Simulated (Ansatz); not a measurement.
FeCl, multiplicity 6 (the spin of the measured ground state), most abundant isotopes (55.9349 and 34.9689 u). Constants from fifth-degree fits in 1/R to seven points on the lowest solution found; no spin–orbit coupling, no relativity up to Kr; ω_e x_e and α_e move by some per cent with the fit.

Correlated levels freeze the inner cores; with def2 sets outer-core shells near the valence are correlated too.

Programs: Ansatz (a first-principles code) with Gaussian orbitals. 

Total energies (hartree; each atom in its lowest state at that level) and vibrational constants (cm⁻¹):

```tsv
level	E(FeCl) at r_e	E(Fe)	E(Cl)	ω_e	ω_e x_e
PBE/def2-TZVPP	-1723.514855	-1263.420190	-459.958430	392	1.6
B3LYP/def2-TZVPP	-1723.992413	-1263.698763	-460.167005	391	1.5
wB97M-V/def2-TZVPP	-1723.843282	-1263.589915	-460.125172	405	1.4
CCSD(T)/def2-TZVPP	-1722.740790	-1262.951037	-459.664645	401	1.3
```

### Question
Work out D_e and D₀ in eV.

### Answer

D_e = E(Fe) + E(Cl) − E(molecule), times 27.2114 eV; D₀ = D_e − (ω_e/2 − ω_e x_e/4)/8065.54.
- PBE/def2-TZVPP: D_e = 3.707, zero point 0.024, D₀ = 3.683 eV
- B3LYP/def2-TZVPP: D_e = 3.446, zero point 0.024, D₀ = 3.422 eV
- wB97M-V/def2-TZVPP: D_e = 3.488, zero point 0.025, D₀ = 3.463 eV
- CCSD(T)/def2-TZVPP: D_e = 3.404, zero point 0.025, D₀ = 3.379 eV
No counterpoise correction is made.
